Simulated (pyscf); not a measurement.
Li–CH₃ (SMILES [Li][CH3]), singlet

Gas-phase minimum from PySCF at ωB97X-D3(BJ)/def2-SVP, one conformer. 

```xyz
5

Li     0.5124     2.0350     0.2144
C      0.2469     0.1989    -0.4593
H      0.6513    -0.5845     0.2148
H     -0.8196    -0.0706    -0.6064
H      0.7294     0.0111    -1.4409
```

Bond lengths (Å): Li1–C2 1.974, C2–H3 1.110, C2–H4 1.110, C2–H5 1.110. Angles (°): Li1–C2–H3 113.6, Li1–C2–H4 113.6, Li1–C2–H5 113.6, H3–C2–H4 105.0, H3–C2–H5 105.0, H4–C2–H5 105.0.

Properties at ωB97X-D3(BJ)/def2-SVP:

```json
{
 "harmonic_wavenumbers_unscaled": "454, 454, 658, 1133, 1446, 1446, 2993, 3071, 3071 cm⁻¹",
 "zero_point_energy": "21.1 kcal/mol",
 "rotational_symmetry_number": "3",
 "Entropy of this conformer at 298 K and 1 atm, rigid rotor and harmonic oscillator, modes under 100 cm⁻¹ raised to 100": "225.6 J/(mol K)",
 "dipole_moment": "5.64 D"
}
```

Single-point totals, which compare only within one level (frozen core for MP2 and CC):

| level | total energy (hartree) |
|---|---|
| ωB97X-D3(BJ)/def2-TZVP | -47.44464 |
| PBE/def2-TZVP | -47.32434 |
| r²SCAN/def2-TZVP | -47.37524 |
| B3LYP-D3(BJ)/def2-TZVP | -47.42695 |
| PBE0-D3(BJ)/def2-TZVP | -47.33723 |
| M06-2X/def2-TZVP | -47.38550 |
| ωB97M-D3(BJ)/def2-TZVP | -47.42355 |
| HF/def2-TZVPP | -47.03642 |
| MP2/def2-TZVPP | -47.27372 |
| CCSD/def2-TZVPP | -47.29457 |
| CCSD(T)/def2-TZVPP | -47.30269 |

The CCSD(T) − MP2 part came from Ansatz, without density fitting, on the same reference. The frozen core leaves the outer d or s,p core shells of the metals and heavy elements correlated in the MP2 and CC values, and def2-TZVPP describes them poorly, so these totals are far from the basis limit.
